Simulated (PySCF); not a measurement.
Two species compared at the same levels of theory.

First species: PhCF2CH2CH3, C9H10F2.
SMILES: `CCC(F)(F)c1ccccc1`

Second species: C6H15FN2.
SMILES with atom numbers: `[CH3:1][C@@H:2]([CH2:3][F:4])[C@@:5]([CH3:6])([NH2:7])[CH2:8][NH2:9]` (hydrogens: H10, H11, H12 on C1; H13 on C2; H14, H15 on C3; H16, H17, H18 on C6; H19, H20 on N7; H21, H22 on C8; H23, H24 on N9)

Structure used (GFN2-xTB), in Å, numbered top down from 1:
```
atom  x, y, z in Å
C1     1.9912    0.9960   -0.0676
C2     0.8362    0.1186   -0.5501
C3     1.3292   -1.3192   -0.6833
F4     0.5450   -2.0540   -1.5469
C5    -0.4190    0.3022    0.3438
C6    -0.1318    0.0080    1.8177
N7    -0.7865    1.7110    0.2238
C8    -1.5870   -0.6011   -0.1262
N9    -1.9743   -0.2673   -1.4908
H10    2.4561    0.5728    0.8189
H11    2.7482    1.0842   -0.8433
H12    1.6101    1.9848    0.1666
H13    0.5513    0.4600   -1.5503
H14    1.3304   -1.8558    0.2694
H15    2.3366   -1.3338   -1.1116
H16   -1.0505    0.0934    2.3948
H17    0.5819    0.7261    2.2083
H18    0.2582   -0.9969    1.9535
H19   -1.5351    1.9255    0.8746
H20   -1.1517    1.8647   -0.7120
H21   -1.3218   -1.6598    0.0084
H22   -2.4472   -0.3919    0.5193
H23   -1.3064   -0.6661   -2.1424
H24   -2.8751   -0.6815   -1.7041
```

Levels: PBE0/pcSseg-1 for HOMO energy, LUMO energy and HOMO–LUMO gap. Geometries: GFN2-xTB. All species are isolated and taken at one optimised geometry, non-relativistic unless stated; the electronic structure was computed with PySCF and density fitting.

The conformers computed, where there is a choice (atom-mapped SMILES and torsion angles):
- `[CH3:1][CH2:2][C:3]([F:4])([F:5])[c:6]1[cH:7][cH:8][cH:9][cH:10][cH:11]1`: C1–C2–C3–F4 57°, C2–C3–C6–C7 89°

The conformers of `C[C@@H](CF)[C@@](C)(N)CN` aren't listed.

```json
{"property": "HOMO energy", "column X": "-6.58 eV", "column Y": "-7.56 eV"}
{"property": "LUMO energy", "column X": "1.41 eV", "column Y": "-0.56 eV"}
{"property": "HOMO–LUMO gap", "column X": "7.99 eV", "column Y": "7.00 eV"}
```

Q: Which column belongs to which species?

A: Column X is the second species and column Y the first. The first has 21 atoms and 82 electrons, the second 24 and 74.

Q: How does each property change from the first species to the second?

A: HOMO energy +0.98 eV; LUMO energy +1.97 eV; HOMO–LUMO gap +0.99 eV.

